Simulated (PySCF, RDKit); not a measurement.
Isomers of C4H4. All species are isolated molecules in the gas phase. Strings in code marks are SMILES.

Quantity: electronic energy of isomers of C4H4 relative to `C#CC=C`, in kJ/mol. Force-field values (RDKit) are differences of steric energies, which aren't made for comparing isomers with other bonds.

Level 1: TPSSh-D3(BJ)/def2-TZVP // CAM-B3LYP-D3(BJ)/def2-TZVP (PySCF)
Level 2: PBE/6-31G* // CAM-B3LYP-D3(BJ)/def2-TZVP (PySCF)
Level 3: frozen-core MP2/6-31G* // CAM-B3LYP-D3(BJ)/def2-TZVP (PySCF)
Level 4: MMFF94, relaxed from the DFT geometry (RDKit)

| species | level 1 | level 2 | level 3 | level 4 |
|---|---|---|---|---|
| `C=C=C=C` | 11.04 | -3.64 | 47.8 | -22.60 |
| `C=C1C=C1` | 74.1 | 64.2 | 98.7 | 182.2 |
| `C1=CC=C1` | 143.5 | 130.0 | 154.7 | 16.54 |
